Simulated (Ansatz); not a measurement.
Relaxation of Cl$_{3}$F$_{2}$H$_{3}$O$_{2}$W (11 atoms, charge 0, multiplicity 1), to a largest force component of 0.03 eV/Å in at most 50 steps.

All numbers below come from Ansatz 0.2.0, RKS PBE/def2-SVP.

```xyz
11
Properties=species:S:1:pos:R:3
W -0.336 0.205 -0.407
F 0.457 0.679 2.509
Cl 1.909 -0.018 0.136
O -0.041 2.019 -0.793
H -0.307 2.831 -0.324
Cl -2.511 -0.039 -1.494
F -0.532 -1.484 0.406
Cl 0.261 -0.529 -2.516
O -1.589 0.826 0.926
H -2.536 0.699 0.689
H -0.428 0.594 2.784
```

Question: Where does it end, and by what steps?

Answer: It converged. After 27 steps the energy has fallen by 1.067 eV; F2 moved furthest, 2.07 Å.

```tsv
step	energy less start (eV)	largest force component (eV/Å)	accepted
0	0.0000	0.424	yes
1	-0.0403	1.977	yes
2	-0.0770	2.539	yes
3	-0.2272	0.823	yes
4	-0.2710	0.615	yes
5	-0.3354	0.386	yes
6	-0.3759	0.363	yes
7	-0.3189	1.341	no
8	-0.3957	0.136	yes
9	-0.4054	0.255	yes
10	-0.4182	0.449	yes
11	-0.4321	0.665	yes
12	-0.4495	0.708	yes
13	-0.4918	0.645	yes
14	-0.5634	0.304	yes
15	-0.6479	0.607	yes
16	-0.7478	0.687	yes
17	-0.8689	0.473	yes
18	-0.9650	0.657	yes
19	-1.0103	0.777	yes
20	-1.0312	0.821	yes
21	-1.0351	0.549	yes
22	-1.0494	0.755	yes
23	-1.0647	0.119	yes
24	-1.0667	0.095	yes
25	-1.0660	0.081	no
26	-1.0671	0.052	yes
27	-1.0673	0.017	yes
```

```xyz
11
Properties=species:S:1:pos:R:3
W -0.394 0.056 -0.638
F -0.452 2.467 1.992
Cl 1.650 -0.838 0.063
O 0.106 1.780 -0.292
H -0.011 2.315 0.589
Cl -2.496 0.667 -1.454
F -1.119 -1.672 -0.363
Cl 0.326 -0.161 -2.817
O -1.026 0.221 1.262
H -1.451 -0.576 1.639
H -0.783 1.525 1.936
```

Whether the end is a true minimum wasn't checked by a vibrational analysis.

Time of the run: 94 s on 4 threads of Arm Neoverse V1 (shared host), peak memory 0.26 GiB.
